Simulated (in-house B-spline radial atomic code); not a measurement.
RPA and G0W0 on TPSS: the chlorine ion Cl⁶⁺

Configuration [Ne] 3s1, highest spin, mean-field start TPSS. Computed with an all-electron radial atomic-structure program (B-spline basis): all electrons, scalar-relativistic (spin-free one-electron X2C), finite nucleus, each spin shell either full or empty, empty states to l = 9 with an (l + 1/2)⁻⁴ tail; G0W0 by contour deformation at full frequency.

Command:
```bash
python run_gw.py task.json out
```
Settings (radii: box in bohr, nucleus in fm):
```
Z                        17
electrons                11
configuration            [Ne] 3s1
hamiltonian              x2c
method                   tpss,tpss
lmax                     9
rms_radius               3.3654
spin_polarised           True
box_radius               9.29
intervals                68
ion_configuration        [He] 2s2 2p6
```

Cost of the run: 1.3 s on 1 thread of Intel(R) Xeon(R) 6975P-C, with other jobs on the host.

Energies (hartree):

```csv
term,value
mean-field total,-450.79798
Hartree-Fock functional on these orbitals,-450.32979
direct second order,-0.73505
second-order exchange,0.28066
SOSEX correction,0.25993
```

What is the RPA correlation energy, and what remains with SOSEX?

RPA gives -0.67269 hartree (-1.66 eV per electron); RPA + SOSEX gives -0.41275, and the second-order doubles -0.45439 hartree (no singles). RPA lacks exchange-type terms and so overcorrelates at short range.

Quasi-particle levels (eV):

| level | occupied | mean field | Σx - vxc | Σc | QP weight | G0W0 |
| --- | --- | --- | --- | --- | --- | --- |
| 3s up | yes | -107.27 | -6.53 | ? | ? | ? |
| 2p down | yes | -299.51 | -26.70 | 3.35 | 0.954 | -322.86 |
| 2p up | yes | -300.03 | -26.89 | 3.45 | 0.952 | -323.47 |
| 3s down | no | -103.08 | 8.66 | -2.66 | 0.945 | -97.07 |

G0W0 = mean field + (Σx - vxc) + Σc, with Σc (partial-wave tail included) taken at the quasi-particle energy. Only the outer levels were computed. Levels of low weight are left out.

Where does G0W0 put 3s up?

At -115.49 eV, with Σc = -1.68 eV and a quasi-particle weight of 0.971. The tabulated removal energy is 114.201 eV (NIST, measured); the calculation leaves out spin-orbit coupling, Breit and QED terms, and what these don't explain is the method's own error.

What does it cost to remove one electron (to [He] 2s2 2p6) by differences of total energies, each species on its own start (correlation terms add to the Hartree-Fock functional)?

TPSS 114.54 eV, Hartree-Fock functional 113.68 eV, + RPA 115.13 eV, + RPA + SOSEX 114.16 eV, + second order 114.28 eV. Tabulated: 114.201 eV (NIST, measured); the calculation leaves out spin-orbit coupling, Breit and QED terms, and what these don't explain is the method's own error.
